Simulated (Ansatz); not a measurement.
Reaction (redistribution): `BP[SiH](C)F` + `N#CB(F)Cl` → `BPB(F)Cl` + `C[SiH](F)C#N`

Calculated with Ansatz (gas phase, PBE0-D4/def2-TZVP geometries, no zero-point term in ΔE). CBS: MP2 limit from def2 TZ/QZ plus the TZ coupled-cluster correction, frozen cores. This one scheme is used for every species. Functionals use def2-TZVPP. HSE06 is defined as in plane-wave codes. One conformer a species, not always the lowest.

**Question.** Is it downhill or uphill in electronic energy at CCSD(T)/CBS, and by how much? (Best estimate.)

**Answer.** The calculation gave: Downhill: ΔE = -10.1 kJ/mol.

**Question.** What do these levels give: LDA (SPW92), PBE-D4, HSE06-D4, CCSD/def2-SVP, CCSD(T)/def2-TZVPP, CCSD/CBS(def2)? (Best estimate.)

**Answer.** Ansatz gave: LDA (SPW92) -3.7, PBE-D4 -2.6, HSE06-D4 -5.0, CCSD/def2-SVP -6.2, CCSD(T)/def2-TZVPP -9.2, CCSD/CBS(def2) -10.8 kJ/mol.

Largest T1 diagnostic among the species: 0.015.

In def2-TZVPP, CCSD(T) changes the Hartree–Fock value by +5.9 kJ/mol (the triples alone add +0.7 kJ/mol) and MP2 by +4.3 kJ/mol. From BLYP to BHLYP (50 % exact exchange), in def2-TZVPP and without D4, ΔE moves by −4.6 kJ/mol. Leaving LDA and LC-ωPBE aside and taking each functional with its dispersion term where it has one, the values, not all of them listed here, spread over 8.0 kJ/mol, from ωB97X-V to revPBE-D4.
